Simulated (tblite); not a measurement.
Species: C₅H₁₀BrFGe.
SMILES with atom numbers: `[CH2:1]=[C:2]([GeH2:3][Br:4])[C@H:5]([CH3:6])[CH2:7][F:8]` (hydrogens: H9, H10 on C1; H11, H12 on Ge3; H13 on C5; H14, H15, H16 on C6; H17, H18 on C7)

Computed with GFN2-xTB (tblite), gas phase: L-BFGS steps from a force-field or distance-geometry start until the largest atomic force falls under 0.01 eV/Å.

Step 9: E = -722.7846 eV
```
atom  x, y, z in Å  |  force x, y, z in eV/Å
C1      1.0320   -1.1461    1.0682    0.002   0.012   0.024
C2      0.6839   -0.2297    0.1776   -0.052   0.019   0.044
Ge3     2.0015    1.1687   -0.2464    0.138   0.057  -0.079
Br4     3.9191    0.1405   -0.9453   -0.029   0.072   0.011
C5     -0.6522   -0.1437   -0.5141   -0.056   0.026   0.103
C6     -1.3524    1.1762   -0.1404    0.017  -0.096  -0.002
C7     -1.5928   -1.2830   -0.1105   -0.002   0.038  -0.097
F8     -1.1030   -2.5242   -0.4330    0.062   0.109   0.005
H9      2.0048   -1.1411    1.5408    0.028   0.068  -0.077
H10     0.4000   -1.9618    1.3656   -0.078  -0.088   0.024
H11     2.4251    1.9742    0.9668    0.009   0.015  -0.034
H12     1.6082    2.1158   -1.3694    0.029  -0.045   0.022
H13    -0.4762   -0.1784   -1.5989   -0.079  -0.036   0.077
H14    -0.9447    2.0434   -0.6634    0.083  -0.202   0.012
H15    -1.2422    1.3417    0.9307   -0.098   0.035  -0.012
H16    -2.4148    1.1120   -0.3777    0.095   0.064   0.015
H17    -2.5495   -1.1965   -0.6356   -0.023   0.036   0.016
H18    -1.7555   -1.2616    0.9734   -0.045  -0.083  -0.049
```

Step 10: E = -722.7895 eV
```
atom  x, y, z in Å  |  force x, y, z in eV/Å
C1      1.0330   -1.1487    1.0700   -0.044   0.050  -0.005
C2      0.6773   -0.2312    0.1829    0.055   0.064   0.017
Ge3     2.0021    1.1693   -0.2495    0.077   0.002  -0.017
Br4     3.9225    0.1465   -0.9454   -0.026   0.056   0.005
C5     -0.6586   -0.1430   -0.5102    0.054  -0.036   0.075
C6     -1.3518    1.1789   -0.1388    0.021  -0.136  -0.017
C7     -1.5959   -1.2863   -0.1132    0.004   0.062  -0.048
F8     -1.0987   -2.5248   -0.4344    0.034   0.127  -0.027
H9      2.0072   -1.1401    1.5398    0.016   0.059  -0.082
H10     0.4010   -1.9645    1.3680   -0.062  -0.088   0.032
H11     2.4295    1.9762    0.9631   -0.002   0.009  -0.041
H12     1.6131    2.1177   -1.3713    0.017  -0.038   0.006
H13    -0.4789   -0.1818   -1.5946   -0.079  -0.011   0.078
H14    -0.9404    2.0409   -0.6636    0.115  -0.150  -0.001
H15    -1.2462    1.3446    0.9309   -0.077   0.048   0.039
H16    -2.4104    1.1191   -0.3793   -0.020   0.056  -0.006
H17    -2.5533   -1.1974   -0.6347   -0.032   0.004  -0.025
H18    -1.7602   -1.2690    0.9687   -0.051  -0.077   0.018
```

Step 11: E = -722.7939 eV
```
atom  x, y, z in Å  |  force x, y, z in eV/Å
C1      1.0328   -1.1505    1.0718   -0.069   0.055  -0.015
C2      0.6728   -0.2312    0.1878    0.123   0.075  -0.003
Ge3     2.0043    1.1700   -0.2526   -0.003  -0.042   0.046
Br4     3.9249    0.1528   -0.9454    0.000   0.031  -0.008
C5     -0.6632   -0.1429   -0.5055    0.118  -0.072   0.040
C6     -1.3510    1.1788   -0.1374    0.006  -0.107  -0.004
C7     -1.5987   -1.2879   -0.1159   -0.004   0.053   0.026
F8     -1.0943   -2.5229   -0.4364    0.016   0.106  -0.065
H9      2.0095   -1.1380    1.5373   -0.006   0.040  -0.077
H10     0.4009   -1.9683    1.3706   -0.020  -0.044   0.024
H11     2.4333    1.9782    0.9590   -0.007   0.009  -0.040
H12     1.6177    2.1184   -1.3728    0.005  -0.027  -0.014
H13    -0.4828   -0.1849   -1.5893   -0.063   0.008   0.057
H14    -0.9344    2.0353   -0.6635    0.141  -0.093  -0.016
H15    -1.2513    1.3480    0.9314   -0.054   0.046   0.071
H16    -2.4069    1.1265   -0.3809   -0.103   0.037  -0.030
H17    -2.5572   -1.1981   -0.6345   -0.026  -0.013  -0.058
H18    -1.7652   -1.2771    0.9648   -0.055  -0.061   0.065
```

**Question.** Estimate the geometry and energy of step 12. (The exact step hangs on the optimiser's Hessian estimate; all steps are aligned on step 11, rigid shifts and turns removed.)

**Answer.** E = -722.7983 eV, largest force 0.159 eV/Å
```
atom  x, y, z in Å  |  force x, y, z in eV/Å
C1      1.0314   -1.1517    1.0739   -0.061   0.041  -0.009
C2      0.6703   -0.2301    0.1927    0.134   0.049  -0.022
Ge3     2.0067    1.1703   -0.2552   -0.071  -0.061   0.088
Br4     3.9275    0.1604   -0.9455    0.033  -0.001  -0.023
C5     -0.6660   -0.1439   -0.4996    0.116  -0.066   0.011
C6     -1.3502    1.1773   -0.1358   -0.023  -0.030   0.022
C7     -1.6019   -1.2886   -0.1179   -0.013   0.021   0.096
F8     -1.0896   -2.5189   -0.4399    0.001   0.058  -0.097
H9      2.0116   -1.1352    1.5331   -0.026   0.014  -0.060
H10     0.4008   -1.9730    1.3739    0.027   0.025   0.005
H11     2.4374    1.9804    0.9536   -0.011   0.013  -0.027
H12     1.6229    2.1188   -1.3747   -0.008  -0.021  -0.028
H13    -0.4880   -0.1881   -1.5828   -0.033   0.021   0.021
H14    -0.9254    2.0276   -0.6634    0.150  -0.048  -0.020
H15    -1.2577    1.3525    0.9327   -0.032   0.029   0.073
H16    -2.4049    1.1353   -0.3833   -0.130   0.009  -0.050
H17    -2.5616   -1.1995   -0.6355    0.004  -0.015  -0.074
H18    -1.7719   -1.2871    0.9619   -0.056  -0.038   0.093
```

The energy changes by -0.0044 eV. The first-order estimate −F·Δx gives -0.0061 eV and the mean of the old and new forces, exact on a quadratic surface, -0.0044 eV. The step makes an angle of 61° with the force vector and moves no atom by more than 0.012 Å.

The cost below is that of the whole relaxation. On Arm Neoverse V1, one thread, shared host, this took 2.1 s of wall time.
